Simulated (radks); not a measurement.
Values are calculated unless marked as measured or tabulated.
Effect of the nuclear size on the rhodium ion Rh+, [Kr] 4d8. Code: a radial shooting solver on a logarithmic mesh with Libxc functionals. Model: Dirac Kohn-Sham, BLYP, spin-unpolarised, spherical densities, finite nucleus; open shells fill j = l - 1/2 first; Fermi nuclear charge, rms radius 4.4945 fm. The rms radius is varied about that value; shifts are against it.

| rms radius (fm) | total energy shift (eV) | density at nucleus (e/bohr^3) | 1s1/2 shift (meV) | 2s1/2 shift (meV) | 4s1/2 shift (meV) | 5s1/2 (empty) shift (meV) |
|---|---|---|---|---|---|---|
| 3.6226 | -0.775 | 1.243e+05 | -327 | -35.9 | -1.21 | -0.117 |
| 4.1035 | -0.365 | 1.224e+05 | -154 | -16.9 | -0.573 | -0.055 |
| 4.4945 | 0 | 1.21e+05 | 0.000 | 0.000 | 0.000 | 0.000 |
| 4.7147 | 0.219 | 1.203e+05 | 92.2 | 10.1 | 0.342 | 0.033 |
| 5.2451 | 0.783 | 1.187e+05 | 330 | 36.3 | 1.23 | 0.118 |

Slopes of the eigenvalues against <r^2> in GHz/fm^2, as finite differences over the two radii next to the reference (eigenvalue slopes, not the field-shift constants of lines): 1s1/2 11000, 2s1/2 1220, 4s1/2 41.0, 5s1/2 (empty) 3.96.
